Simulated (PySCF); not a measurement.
Computed IR spectrum (relative IR intensity) of a molecule C4H7FSi. Geometry optimised at PBE-D3(BJ)/def2-SVP. The values are those of a single conformer. Level of theory: PBE-D3(BJ)/def2-SVP in PySCF. Frequencies are harmonic and unscaled.

ν (cm⁻¹): 231 (vw), 283 (w), 333 (vw), 451 (m), 598 (vw), 621 (m), 647 (w), 651 (w), 664 (w), 734 (vw), 770 (m), 814 (w), 865 (vs), 915 (vs), 1105 (vw), 1136 (w), 1221 (m), 1350 (w), 1380 (vw), 2160 (m), 2168 (vs), 2958 (w), 3410 (m) (against the strongest line: vs over 80 %, s over 45 %, m over 15 %, w over 4 %, vw less)

Task: Identify the compound among the candidates.
A. CC1=C[SiH2][C@@H]1F
B. C=C/C=C\[SiH2]F
C. C#CC[Si@@H](C)F
D. C=C=C(C)[SiH2]F

Result: C, C#CC[Si@@H](C)F
